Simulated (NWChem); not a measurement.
# SiNH$_{2}$Cl, singlet; SMILES Cl[Si]N

```xyz
5

Si     0.7198     0.6010     0.0000
Cl    -0.1500    -1.3309     0.0000
N     -0.7329     1.5088     0.0000
H     -1.6745     1.1241     0.0000
H     -0.7227     2.5246     0.0000
```
Atoms are numbered in this order, from 1.

Results from NWChem. Medium grid unless said otherwise, to which SCAN and Minnesota functionals are sensitive. Low-valent species are run as closed-shell singlets; no triplet was tried in these runs. Structure relaxed at the PBE0/def2-SVP level.

Task: Order these by “dipole (D)”, lowest first: Hartree-Fock/def2-SVP; B3LYP/def2-SVP; LC-wPBE (HJS exchange hole, range parameter 0.4 per bohr)/def2-SVP; M06/def2-SVP.

Result: M06/def2-SVP (2.73), B3LYP/def2-SVP (2.79), Hartree-Fock/def2-SVP (2.87), LC-wPBE (HJS exchange hole, range parameter 0.4 per bohr)/def2-SVP (2.97)
